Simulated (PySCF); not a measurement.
```xyz
4
charge 0 multiplicity 4, angstrom
Mn   -0.0001   -0.0533    0.0000
O    -0.0024   -1.6113    0.0000
F     0.0011    0.7585   -1.5183
F     0.0011    0.7585    1.5183
```

These are results of PySCF, UB3LYP, basis Mn def2-SVP, O def2-SVP, F def2-SVP (no relativity, density fitting), not measurements.

This geometry of MnOF2 is a stationary point at this level.

(1) What is the point group?

(2) Is it a minimum?

(3) Which band is strongest in the infrared?

(4) Give the ideal-gas entropy at 298.15 K and 1 bar by parts.

## Answers

(1) C2v.

(2) Yes: all harmonic wavenumbers are real.

(3) 779 cm⁻¹ (b2), 149 km/mol.

(4) translation 167.4, rotation 99.5, vibration 30.3, spin 11.5; total 308.7 J/(mol K).

This need not be the most stable arrangement of these atoms. Open d and f shells are described by one determinant, and the ground state may have another occupation or spin.
